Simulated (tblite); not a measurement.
`F[SiH2]C(F)(F)OC([SiH3])[SiH3]`. Computed geometry: GFN2-xTB, gas phase.

```
atom  x, y, z in Å
F1     2.8266   -1.8121   -0.3626
Si2    3.0025   -0.2312   -0.1760
C3     1.3733    0.3446    0.6880
F4     1.3549    1.7259    0.8339
F5     1.3229   -0.0782    2.0039
O6     0.3337   -0.0850   -0.0162
C7    -1.0125    0.2363    0.4981
Si8   -1.7655   -1.4353    1.0319
Si9   -1.8296    1.2300   -0.9107
H10    3.0558    0.3504   -1.5025
H11    4.1188   -0.0261    0.7274
H12   -0.8961    0.8797    1.3736
H13   -3.0936   -1.1624    1.5862
H14   -1.8423   -2.2809   -0.1584
H15   -0.9031   -2.0541    2.0370
H16   -3.1732    1.6201   -0.4811
H17   -1.8722    0.3732   -2.0949
H18   -1.0092    2.4112   -1.1822
```

What is the longest distance between nuclei?

H11···H16, 7.57 Å; the next longest distance is 7.35 Å.

Work out the bond lengths F1–Si2, Si2–H10, O6–C7, C7–Si9, C7–H12, Si8–H13, Si8–H14, Si8–H15 in pm.

For F1–Si2 the difference vector is (0.1759, 1.5809, 0.1866) Å, of length 1.6016 Å. F1–Si2 160.2; Si2–H10 144.9; O6–C7 147.6; C7–Si9 190.8; C7–H12 109.3; Si8–H13 146.5; Si8–H14 146.2; Si8–H15 146.2 pm.

How far are the heavy atoms from their best plane (unweighted least squares)?

0.819 Å rms; F1 0.86, Si2 0.60, C3 0.30, F4 0.52, F5 1.60, O6 0.42, C7 0.12, Si8 0.57, Si9 1.23 Å (magnitudes).

What is the repulsion energy of the bare nuclei, Σ ZA·ZB/RAB?

780.39 Eh over 153 pairs, with full nuclear charges and distances in bohr; the largest single term is 41.63 Eh (F1 with Si2).

Give the dihedral angles O6–C7–Si9–H18, F1–Si2–C3–F4, Si9–C7–Si8–H15, F4–C3–O6–C7, H10–Si2–C3–F5, H12–C7–Si9–H18.

O6–C7–Si9–H18 -59° (synclinal); F1–Si2–C3–F4 -176° (antiperiplanar); Si9–C7–Si8–H15 175° (antiperiplanar); F4–C3–O6–C7 -58° (synclinal); H10–Si2–C3–F5 -174° (antiperiplanar); H12–C7–Si9–H18 57° (synclinal). Dihedral signs follow IUPAC: positive where, seen along the central bond, the front bond turns clockwise onto the rear one.

What are the angles F1–Si2–H10, C3–Si2–H11, F4–C3–F5, Si2–C3–O6, F5–C3–O6, C3–O6–C7, H13–Si8–H14, C7–Si9–H16?

From the scalar product of the two bond vectors; for F1–Si2–H10 it is -0.6813 Å² over 1.6016 × 1.4494 Å², cos θ = -0.2935. F1–Si2–H10 107.1°; C3–Si2–H11 109.2°; F4–C3–F5 101.7°; Si2–C3–O6 109.1°; F5–C3–O6 112.2°; C3–O6–C7 117.3°; H13–Si8–H14 111.6°; C7–Si9–H16 108.4°.

Where is the centre of mass (commonest isotopes), and what is the radius of gyration?

Mass 189.991 u; centre at (0.484, -0.051, 0.315) Å; Rg = √(Σ m r²/M) = 2.403 Å. As Ia + Ib + Ic = 2 Σ m r², the three principal moments sum to 2193.9 u·Å².

Write the matrix of distances between heavy atoms (Å, lower triangle).

```
F1    0.000
Si2   1.602  0.000
C3    2.805  1.932  0.000
F4    4.014  2.750  1.389  0.000
F5    3.297  2.756  1.383  2.151  0.000
O6    3.052  2.678  1.327  2.246  2.249  0.000
C7    4.436  4.098  2.396  2.817  2.797  1.476  0.000
Si8   4.814  5.064  3.625  4.446  3.511  2.707  1.910  0.000
Si9   5.589  5.101  3.688  3.665  4.488  2.685  1.908  3.299  0.000
```

Its GFN2-xTB frequencies are all real (lowest 20 cm⁻¹). The numbers are those of one conformer. 3 starts were optimised and ended at 0.00, 5.16 and 6.17 kcal/mol (GFN2-xTB); the lowest of these is shown.
